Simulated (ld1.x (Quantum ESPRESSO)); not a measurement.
Before and after: TM potential for W (Z = 74)

tungsten (W), norm-conserving Troullier–Martins (Kleinman–Bylander form), made with ld1.x (Quantum ESPRESSO) 7.5 (PBE, fully relativistic). Core [Kr] 4d10 4f14 5s2, reference 5p6 5d4 6s1.5 6p0 (charge +0.5). Waves: 5p (bound): rc 1.45 bohr; 5d (bound): rc 2.45 bohr; 6s (bound): rc 2.60 bohr. Local part: the s channel. Core correction: Bessel-smoothed model core inside 0.90 bohr.

Open shells are filled in proportion to 2j + 1 (rel_dist='average').

Change: wave 5p (bound): rc 1.45 bohr becomes 5p (bound): rc 2.02 bohr.

Cutoffs: the cutoffs (Ry, on a coarse ladder) from which the occupation-weighted sum of valence levels, in a spherical-Bessel basis at the reference potential, stays within 10 and 1 mRy of its value at 400 Ry; they do not see the model core or the augmentation charge, which bear on the density cutoff. Errors are all-electron minus pseudo energies relative to the spin-unpolarised reference configuration.

Problem. What does the change do?

Solution. The potential gets softer (80 Ry and 110 Ry → 30 Ry and 45 Ry); the errors of the 7 common tests hardly move; neither file shows a bound ghost at the reference potential, the only one tested. A larger radius leaves more room for a smooth pseudo-wave, so fewer plane waves are needed.

| quantity | base | changed |
| --- | --- | --- |
| cutoff, loose | 80 Ry | 30 Ry |
| cutoff, tight | 110 Ry | 45 Ry |
| loose cutoff by channel (10 mRy a level) | p 45 Ry, d 25 Ry, s 6 Ry | p 25 Ry, d 25 Ry, s 6 Ry |
| bound ghosts | none | none |
| error for 5p6 5d4 6s2 6p0, meV [ΔE -3.64 eV] | -1.6 | -1.6 |
| error for 5p6 5d4 6s1 6p0, meV [ΔE 5.25 eV] | -2.1 | -2.0 |
| error for 5p6 5d4 6s0 6p0, meV [ΔE 20.93 eV] | -25 | -25 |
| error for 5p6 5d4 6s1 6p1, meV [ΔE 0.82 eV] | -523 | -518 |
| error for 5p6 5d4 6s0 6p1, meV [ΔE 10.65 eV] | -883 | -874 |
| error for 5p6 5d3 6s0 6p0, meV [ΔE 46.31 eV] | -61 | -60 |
| error for 5p6 5d3 6s2 6p0, meV [ΔE 5.20 eV] | -40 | -39 |
| s: phases at 2.86 bohr within 0.05 rad from the reference energy up to (Ry; the scan ends near 5) | 2.1 | 2.1 |
| p1/2: phases at 2.86 bohr within 0.05 rad from the reference energy up to (Ry; the scan ends near 5) | -1.2 | -1.2 |
| p3/2: phases at 2.86 bohr within 0.05 rad from the reference energy up to (Ry; the scan ends near 5) | -1.0 | -1.0 |
| d3/2: phases at 2.86 bohr within 0.05 rad from the reference energy up to (Ry; the scan ends near 5) | 0.9 | 0.9 |
| d5/2: phases at 2.86 bohr within 0.05 rad from the reference energy up to (Ry; the scan ends near 5) | 1.0 | 1.0 |

Base: These tests converged, but a pseudo level misses the all-electron one widely, so the file describes the atom poorly there or has found another state: 5p6 5d3 6s0 6p0: empty 6p by 2.3 eV. Changed file: These tests converged, but a pseudo level misses the all-electron one widely, so the file describes the atom poorly there or has found another state: 5p6 5d3 6s0 6p0: empty 6p by 2.3 eV.
